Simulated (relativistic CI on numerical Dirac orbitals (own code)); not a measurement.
# Ta XXIX: sensitivity of the levels to the model

Base calculation: Dirac-Coulomb-Breit CI, separate exchange-only KLI orbitals for each configuration, a model potential for QED, unscaled Slater integrals.

Configuration list (outside the closed core [Ar] 3d10): 4s²4p⁶4d⁹, 4s²4p⁵4d¹⁰, 4s²4p⁶4d⁸4f, 4s4p⁶4d¹⁰, 4s²4p⁵4d⁹4f, 4s4p⁶4d⁹4f, 4s²4p⁶4d⁸5s, 4s²4p⁶4d⁸5p, 4s²4p⁶4d⁷4f5s, 4s²4p⁶4d⁸5d, 4s²4p⁵4d⁹5s, 4s²4p⁶4d⁷5s², 4s²4p⁶4d⁶4f5s², 4s²4p⁵4d⁷4f5s², 4s4p⁶4d⁷4f5s². Double excitations out of closed p, d and f shells are left out; levels of such configurations are missing from the list, as are those of other unlisted configurations, and high levels can miss mixing partners.

The lowest level and the first level of each name with at least 55 % of one term (blank where a level has no safe partner in the second run):

| Level | Base (cm⁻¹) | Shift (cm⁻¹) |
| --- | --- | --- |
| 4s²4p⁶4d⁹ ²D5/2 | 0 | 0 |
| 4s²4p⁶4d⁹ ²D3/2 | 122877 | +4 |
| 4s²4p⁵4d¹⁰ ²P°3/2 | 1411110 | -566 |
| 4s²4p⁶4d⁸4f ⁴F°9/2 | 1527381 | -965 |
| 4s²4p⁶4d⁸4f ⁴I°15/2 | 1546717 | -963 |
| 4s²4p⁶4d⁸4f ⁴H°13/2 | 1561471 | -959 |
| 4s²4p⁶4d⁸4f ⁴F°3/2 | 1610683 | -977 |
| 4s²4p⁶4d⁸4f ⁴I°11/2 | 1651363 | -970 |
| 4s²4p⁶4d⁸4f ²K°13/2 | 1666640 | -975 |
| 4s²4p⁶4d⁸4f ²D°5/2 | 1675841 | -970 |
| 4s²4p⁶4d⁸4f ²K°15/2 | 1694724 | -982 |
| 4s²4p⁶4d⁸4f ⁴D°5/2 | 1726196 | -954 |
| 4s²4p⁶4d⁸4f ²I°11/2 | 1736302 | -949 |

At this charge energies of transitions that change n are usually good to better than 1 %, and those within a shell (Δn = 0) to a few per cent.

**Question.** One thing was changed in a second run, which moved the levels as shown. Which?
A. Breit term removed
B. configuration mixing switched off
C. one mean potential for all configurations
D. P86 correlation estimate
E. QED terms removed

**Answer.** C. One mean potential for all configurations. One potential for all configurations removes the relaxation of the orbitals, which moves whole configurations and changes the integrals a little.

LS names give the leading component of a level, which can be under half, so a name can repeat, a term be missing and a line seem to break the LS rules.
